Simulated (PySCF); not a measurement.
**Ionisation energy of Si²⁺ by level of theory**

Si²⁺ [Ne] 3s2 (1S) → Si³⁺ [Ne] 3s1 (2S), as a difference of total energies. Calculation: PySCF 2.14, in dyall-av2z (13s9p2d, 50 functions); no relativity, point nucleus. Correlated levels: valence: [Ne] frozen; virtual orbitals above 40 to 60 times the deepest correlated orbital energy dropped. The calculations carry no spin-orbit coupling.

| method | ionisation energy (eV) |
| --- | --- |
| UHF | 31.958 |
| MP2 (valence) | 32.757 |
| SCS-MP2 (valence) | 32.916 |
| CCSD (valence) | 33.152 |

Errors of the correlated levels include the incompleteness of this basis and the frozen core.

With two correlated electrons CCSD is exact in that space.

**Question.** Which method comes closest to the reference value, and which is furthest?

**Answer.** The reference is 33.493 eV (measured; NIST Atomic Spectra Database, ionization energies). Closest: CCSD (valence) (error -0.341 eV); furthest: UHF (error -1.535 eV).
